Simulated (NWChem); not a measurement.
# KOH; SMILES [OH][K]

```xyz
3

K     -0.1062    -0.8193     0.0000
O      0.2199     1.3872     0.0000
H      0.3608     2.3416     0.0000
```
Atoms are numbered in this order, from 1.

Results from NWChem. STO-3G and 3-21G are far too small for this property and stand as cheap habits. Geometry: optimised at B3LYP/6-31G* (spherical d). GIAO values for the isolated, static molecule; σ is the absolute isotropic shielding, δ = σ(reference) − σ with the isolated reference molecule computed at the same levels (1H: tetramethylsilane, 17O: water).

| level | σ K1 (ppm) | δ O2 (ppm) | δ H3 (ppm) |
|---|---|---|---|
| KT2/pcSseg-1 | 1263.0 | ? | ? |
| BHandHLYP/pcSseg-1 | 1277.1 | -2.8 | -1.70 |
| LDA (Slater exchange, VWN5)/pcSseg-1 | 1251.7 | 24.9 | -1.44 |
| PBE0/pcSseg-1 | 1270.6 | 6.8 | -1.80 |
| Hartree-Fock/STO-3G | 1258.4 | -203.7 | -11.76 |

Q: Fill in the missing entries.

A: 
- KT2/pcSseg-1, δ O2 (ppm): 12.0
- KT2/pcSseg-1, δ H3 (ppm): -2.04
